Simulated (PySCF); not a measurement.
Below is a simulated gas-phase C 1s photoelectron spectrum of `OB(O)C1=CC=NC=C1`.

Every computed line was given a Gaussian of 0.7 eV full width at half maximum and an area set by the number of equivalent atoms; the highest printed point is 100. Level of theory: PySCF 2.14.0, delta-SCF UKS SCAN, pcX-2 on the ionised atom, pcseg-1 elsewhere, spin-free X2C.

binding energy (eV), intensity and a bar:
```
    289.5          0 
    289.6          1 
    289.7          2 
    289.8          4 #
    289.9          8 ##
    290.0         16 #####
    290.1         28 ########
    290.2         44 #############
    290.3         62 ###################
    290.4         80 ########################
    290.5         93 ############################
    290.6        100 ##############################
    290.7        100 ##############################
    290.8         95 #############################
    290.9         89 ###########################
    291.0         84 #########################
    291.1         81 ########################
    291.2         78 #######################
    291.3         71 #####################
    291.4         61 ##################
    291.5         48 ##############
    291.6         34 ##########
    291.7         21 ######
    291.8         12 ####
    291.9          6 ##
    292.0          3 #
    292.1          1 
    292.2          0 
    292.3          0
```

Q: How many maxima does the curve show, and how many computed lines lie under it?

A: The curve has 1 maximum (at 290.6 eV). Under it lie 3 lines from 3 inequivalent carbon sites. At this width some lines have no maximum of their own.

Q: Decompose the envelope and assign each component. Numbering: `[OH:1][B:2]([OH:3])[c:4]1[cH:5][cH:6][n:7][cH:8][cH:9]1`.

A: 
```
position (eV)  relative area  line  atoms                          environment
       290.46              1  C 1s     C4          substituted aromatic carbon
       290.65              2  C 1s  C5/C9                   aromatic CH carbon
       291.25              2  C 1s  C6/C8  aromatic CH next to a ring nitrogen
```

Lowest listed C 1s: C4, bonded to 2 C (aromatic in the SMILES) and B. Highest, 0.79 eV above it: C6/C8, bonded to N (aromatic in the SMILES), C (aromatic in the SMILES) and H.

No satellites, vibrations or lifetime broadening are included. Topologically equivalent atoms share the value of their first member; where this conformer doesn't relate them by symmetry, their own values could differ. Geometry: PBE0-D3(BJ)/def2-SVP, one conformer, isolated molecule.

Shape of the structure used: `[OH:1][B:2]([OH:3])[c:4]1[cH:5][cH:6][n:7][cH:8][cH:9]1`: O1–B2–C4–C5 -7°, H–O1–B2–O3 177°, H–O3–B2–O1 -1°.
